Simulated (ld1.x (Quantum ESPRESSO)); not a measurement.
**Sb: excitation energies, all-electron against TM**

antimony (Sb), norm-conserving Troullier–Martins (Kleinman–Bylander form), made with ld1.x (Quantum ESPRESSO) 7.5 (PBE, fully relativistic). Core [Kr], reference 4d10 5s2 5p3. Waves: 5p (bound): rc 1.80 bohr; 4d (bound): rc 1.70 bohr; 5s (bound): rc 1.75 bohr. Local part: the s channel. Core correction: none.

Open shells are filled in proportion to 2j + 1 (rel_dist='average').

Energies are relative to the spin-unpolarised reference configuration 4d10 5s2 5p3; without spin polarisation the order of configurations can differ from experiment.

Task: Give the all-electron excitation energy and the error of the potential for: 4d10 5s2 5p2; 4d10 5s2 5p1; 4d10 5s2 5p0; 4d9 5s2 5p4; 4d10 5s0 5p5; 4d10 5s2 5p2.5; 4d10 5s1 5p3.

Result:

```tsv
valence configuration	charge	ΔE all-electron (eV)	error AE − PS (meV)
4d10 5s2 5p2	+1	8.333	+1.7
4d10 5s2 5p1	+2	24.322	+8.9
4d10 5s2 5p0	+3	48.761	+26
4d9 5s2 5p4	0	31.076	-279
4d10 5s0 5p5	0	16.377	+5.9
4d10 5s2 5p2.5	+0.5	3.270	+0.4
4d10 5s1 5p3	+1	17.038	+6.2
```

Levels in the configuration 4d10 5s2 5p2:

```tsv
level	all-electron (eV)	pseudo (eV)
4d j=3/2	-42.725	-42.684
4d j=5/2	-41.479	-41.439
5s j=1/2	-20.626	-20.620
5p j=1/2	-12.500	-12.495
5p j=3/2	-11.762	-11.759
```
